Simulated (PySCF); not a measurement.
Lu⁴⁺: fine-structure interval

Lu⁴⁺ [Xe] 4f13 [4f5/2^6 4f7/2^7, M_J = 7/2] → Lu⁴⁺ [Xe] 4f13 [4f5/2^5 4f7/2^8, M_J = 5/2], as a difference of total energies. Computed with PySCF 2.14 in x2c-TZVPPall-2c, with the two-component X2C-1e Hamiltonian. Correlated levels: [Ar] 3d10 frozen; the 18 highest virtual spinors dropped. "Screened" scales the spin-orbit matrix elements by Boettger's factors to mimic the two-electron term; Breit and QED terms are absent.

```json
{"method": "GHF (screened spin-orbit)", "fine-structure interval (cm⁻¹)": "12151"}
{"method": "GMP2 (screened spin-orbit)", "fine-structure interval (cm⁻¹)": "12211"}
{"method": "GHF (bare spin-orbit)", "fine-structure interval (cm⁻¹)": "20243"}
```
